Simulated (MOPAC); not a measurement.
Input for MOPAC: PM6 on H3InO (SMILES [OH][InH2]), a point of a torsion scan.

```
PM6 1SCF PRECISE CHARGE=0 THREADS=1
H3InO

O      1.31489228 1    -0.36172044 1    -0.30392860 1
In    -0.60703195 1    -0.19218451 1    -0.27335369 1
H      1.92832727 1     0.11038495 1     0.25472618 1
H     -1.47804939 1    -0.55126997 1     1.14578105 1
H     -1.31202680 1     0.10863150 1    -1.78128236 1
```

Program output:

```
*******************************************************************************
 **                                                                           **
 **                              MOPAC v23.2.5                                **
 **                                                                           **
 *******************************************************************************
 ** MOPAC's Digital Object Identifier: https://doi.org/10.5281/zenodo.6511958 **
 **                                                                           **
 ** Please cite the open-source release paper for use of this MOPAC version:  **
 ** J. E. Moussa and J. J. P. Stewart (2026)                                  **
 ** MOPAC: An open-source semiempirical molecular orbital program             **
 ** J. Open Source Softw., 11(119), 8025, https://doi.org/10.21105/joss.08025 **
 *******************************************************************************

                              PM6 CALCULATION RESULTS

 *******************************************************************************
 *  PM6        - The PM6 Hamiltonian to be used
 *
 *
 *
 *                 CHARGE ON SYSTEM = 0
 *
 *
 *
 *  PRECISE    - TIGHTER CRITERIA TO BE USED
 *  1SCF       - DO 1 SCF AND THEN STOP
 *  THREADS=1  - MULTI-THREADING NOT USED
 *  T=         - A TIME OF 172800.0 SECONDS REQUESTED
 *  DUMP=N     - RESTART FILE WRITTEN EVERY 7200.0 SECONDS REQUESTED
 *******************************************************************************
PM6 1SCF PRECISE CHARGE=0 THREADS=1
 H3InO

   ATOM   CHEMICAL          X               Y               Z
  NUMBER   SYMBOL      (ANGSTROMS)     (ANGSTROMS)     (ANGSTROMS)

     1       O          1.31489228  *  -0.36172044  *  -0.30392860  *
     2      In         -0.60703195  *  -0.19218451  *  -0.27335369  *
     3       H          1.92832727  *   0.11038495  *   0.25472618  *
     4       H         -1.47804939  *  -0.55126997  *   1.14578105  *
     5       H         -1.31202680  *   0.10863150  *  -1.78128236  *



          CARTESIAN COORDINATES

    NO.       ATOM           X           Y           Z

     1         O          1.3149     -0.3617     -0.3039
     2        In         -0.6070     -0.1922     -0.2734
     3         H          1.9283      0.1104      0.2547
     4         H         -1.4780     -0.5513      1.1458
     5         H         -1.3120      0.1086     -1.7813

 General Reference for PM6:
 "Optimization of Parameters for Semiempirical Methods V: Modification of NDDO Approximations
 and Application to 70 Elements", J. J. P. Stewart, J. Mol. Mod., 13, 1173-1213 (2007)
 URL: https://link.springer.com/article/10.1007/s00894-007-0233-4

           Empirical Formula: H3 O In  =     5 atoms



      MOLECULAR POINT GROUP   :   C1


      RHF CALCULATION, NO. OF DOUBLY OCCUPIED LEVELS = 6


 -------------------------------------------------------------------------------
 PM6 1SCF PRECISE CHARGE=0 THREADS=1
 H3InO



     1SCF WAS SPECIFIED, SO BFGS WAS NOT USED
     SCF FIELD WAS ACHIEVED


                              PM6 CALCULATION
                                                       MOPAC v23.2.5 Linux




          FINAL HEAT OF FORMATION =         27.35505 KCAL/MOL =     114.45352 KJ/MOL


          COSMO AREA              =         83.81 SQUARE ANGSTROMS
          COSMO VOLUME            =         65.63 CUBIC ANGSTROMS

          IONIZATION POTENTIAL    =         10.891315 EV
          HOMO LUMO ENERGIES (EV) =        -10.891  1.604
          NO. OF FILLED LEVELS    =          6
          MOLECULAR WEIGHT        =        133.8431         POINT GROUP:  C1

          MOLECULAR DIMENSIONS (Angstroms)

            Atom       Atom       Distance
            H     5    H     3     3.82691
            H     4    O     1     2.71999
            O     1    H     3     0.48077


          SCF CALCULATIONS        =          1





   ATOM   CHEMICAL          X               Y               Z
  NUMBER   SYMBOL      (ANGSTROMS)     (ANGSTROMS)     (ANGSTROMS)

     1       O          1.31489228  *  -0.36172044  *  -0.30392860  *
     2      In         -0.60703195  *  -0.19218451  *  -0.27335369  *
     3       H          1.92832727  *   0.11038495  *   0.25472618  *
     4       H         -1.47804939  *  -0.55126997  *   1.14578105  *
     5       H         -1.31202680  *   0.10863150  *  -1.78128236  *

                             CARTESIAN COORDINATES

   1    O        1.314892280    -0.361720440    -0.303928600
   2   In       -0.607031950    -0.192184510    -0.273353690
   3    H        1.928327270     0.110384950     0.254726180
   4    H       -1.478049390    -0.551269970     1.145781050
   5    H       -1.312026800     0.108631500    -1.781282360


           Empirical Formula: H3 O In  =     5 atoms



      MOLECULAR POINT GROUP   :   C1


                  EIGENVALUES
 -27.25304 -17.39461 -13.77024 -12.98704 -12.09473 -10.89132   1.60416   2.16660
   3.41678   3.60246   6.21234


              NET ATOMIC CHARGES AND DIPOLE CONTRIBUTIONS

  ATOM NO.   TYPE          CHARGE      No. of ELECS.   s-Pop       p-Pop
    1          O          -0.825124        6.8251     1.73793     5.08720
    2         In           0.377752        2.6222     1.05082     1.57142
    3          H           0.341259        0.6587     0.65874
    4          H           0.055237        0.9448     0.94476
    5          H           0.050876        0.9491     0.94912
 DIPOLE           X         Y         Z       TOTAL
 POINT-CHG.    -3.865     1.146     0.995     4.152
 HYBRID         1.714     0.138     0.230     1.735
 SUM           -2.150     1.284     1.225     2.788


          ATOMIC ORBITAL ELECTRON POPULATIONS

     Atom    s        px        py        pz
    1  O   1.73793   1.48744   1.81122   1.78854
    2 In   1.05082   0.52853   0.08719   0.95570
    3  H   0.65874
    4  H   0.94476
    5  H   0.94912

 **********************
 *                    *
 * JOB ENDED NORMALLY *
 *                    *
 **********************




 == MOPAC DONE ==
```

The run finished.

Cost: about 0.010 core-seconds (a rough figure).
